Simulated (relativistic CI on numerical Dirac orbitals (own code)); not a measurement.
Hyperfine structure of Hf45+, mass number 177

Method of calculation: Dirac-Coulomb-Breit CI, KLI orbitals optimised for each configuration, model QED (radiative potential, 1s self-energy scaled to tabulated hydrogen-like ionisation energies), unscaled Slater integrals (own radial code, finite nucleus).

Configuration list (outside the closed core [Ne]): 3s2.3p6.3d9, 3s2.3p5.3d10, 3s.3p6.3d10, 3s2.3p6.3d8.4s, 3s2.3p6.3d8.4p, 3s2.3p4.3d10.4s, 3s2.3p6.3d8.4d, 3s2.3p4.3d10.4p, 3s2.3p5.3d9.4s, 3s2.3p6.3d8.4f, 3s2.3p4.3d10.4d, 3s.3p5.3d10.4s, 3s2.3p5.3d9.4p, 3s.3p5.3d10.4p, 3s2.3p6.3d7.4s2, 3s2.3p5.3d9.4d. Levels of other configurations are missing.

Nuclear spin I = 7/2, μ = 0.791 μN, Q = 3.37 b (tables of Stone and Pyykkö). The electronic factors are computed for point nuclear moments, without core polarisation or the Bohr-Weisskopf and QED corrections.

```
                Level  E (10³ cm⁻¹)  A (GHz)  B (GHz)
   3s2.3p6.3d9 2D_5/2           0.0    7.738     -236
   3s2.3p6.3d9 2D_3/2         470.6    19.69     -193
 3s2.3p5.3d10 2P°_3/2        3444.0    37.92    -1120
 3s2.3p5.3d10 2P°_1/2        5620.0    326.3         
   3s.3p6.3d10 2S_1/2        7465.5     1028         
3s2.3p6.3d8.4s 4F_9/2       12029.8     46.5     -166
3s2.3p6.3d8.4s 2F_7/2       12053.7   -30.88     -154
3s2.3p6.3d8.4s 2D_3/2       12118.0   -61.52     90.5
```

Levels with J = 0, under 50 % of one LS term, or S terms without an open s electron are left out. Small factors come from cancelling terms and can be off by tens of per cent or more.

At this charge energies of transitions that change n are usually good to better than 1 %, and those within a shell (Δn = 0) to a few per cent.

(1) Give the hyperfine levels of 3s2.3p6.3d9 2D_5/2 relative to its centre of gravity.

Results:

(1) With K = F(F + 1) − I(I + 1) − J(J + 1), E = AK/2 + B[¾K(K + 1) − I(I + 1)J(J + 1)]/[2I(2I − 1)J(2J − 1)]: F = 1: -213.7, F = 2: -130.7, F = 3: -31.47, F = 4: 53.54, F = 5: 83.78, F = 6: 8.586 GHz.

LS names give the leading component of a level, which can be under half, so a name can repeat, a term be missing and a line seem to break the LS rules.
